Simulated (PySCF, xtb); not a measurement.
ClFH4SSi2, SMILES F[SiH2]S[SiH2]Cl. One conformer was computed; it need not be the lowest.

Harmonic wavenumbers (cm⁻¹) from xtb with GFN2-xTB at its own minimum, in rising order: 29, 40, 90, 134, 201, 459, 467, 508, 512, 541, 567, 581, 696, 712, 735, 768, 824, 2301, 2341, 2384, 2437.

Problem. What does PBE0-D3(BJ)/def2-SVP run with PySCF give at its own minimum? (Estimate from the structure and the level; the computed values follow.)

Solution. 42, 45, 112, 186, 242, 486, 511, 559, 570, 634, 724, 756, 850, 875, 920, 935, 952, 2265, 2276, 2289, 2299. Paired by order, the mean absolute difference is 89 cm⁻¹ and the zero-point energies are 24.8 and 26.5 kcal/mol.
